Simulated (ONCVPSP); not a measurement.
# Scattering properties, ONCV potential for aluminium (Al)

Al, optimised norm-conserving Vanderbilt (ONCV), made with ONCVPSP 4.0.1 (PBE, scalar-relativistic). Core [He], reference 2s2 2p6 3s2 3p1. Waves: 2s+3s: rc 1.20 bohr, ncon 5, nbas 10, qcut 9.1 1/bohr, 2 projectors; 2p+3p: rc 1.30 bohr, ncon 4, nbas 8, qcut 11.5 1/bohr, 3 projectors, debl 0.3 Ha; d scattering state at 0.26 Ha: rc 1.30 bohr, ncon 4, nbas 8, qcut 8.3 1/bohr, 2 projectors, debl 0.4 Ha. Local part: polynomial inside 1.00 bohr (lpopt 5, dvloc0 0 Ha). Core correction: none.

The phase is arctan(r·R′/R) of the radial function R(r), unwrapped; energies in Ha, scanned from -5 to 5 Ha. A pole is an energy at which the radial function vanishes at the test radius. The pseudo phase is shifted by a multiple of π to meet the all-electron one at the reference energy, and phase errors are pseudo minus all-electron; the curves can meet again beyond the range given. Levels narrower than the energy grid can be missing from the lists of poles.

```csv
channel,radius (bohr),reference energy (Ha),"poles, all-electron","poles, pseudo",unbroken range about the reference energy with phases within 0.05 rad,phase error 1 Ha above the reference energy (rad)
s,1.22,-0.28,-3.53,-3.53,the whole range,-0.000
p,1.32,-0.10,-2.29,-2.29,the whole range,+0.000
d,1.32,0.26,5.00,4.99,the whole range,+0.000
```

Phases in the d channel:

```csv
E (Ha),all-electron,pseudo
-4.96,1.277,1.277
-4.48,1.260,1.260
-4.00,1.240,1.240
-3.52,1.215,1.215
-3.04,1.186,1.186
-2.56,1.149,1.149
-2.08,1.103,1.103
-1.60,1.041,1.041
-1.12,0.955,0.955
-0.64,0.831,0.831
-0.16,0.639,0.639
0.32,0.335,0.336
0.80,-0.100,-0.100
1.28,-0.558,-0.558
1.76,-0.898,-0.898
2.24,-1.116,-1.116
2.72,-1.258,-1.258
3.20,-1.356,-1.356
3.68,-1.430,-1.430
4.16,-1.488,-1.488
4.64,-1.537,-1.538
```
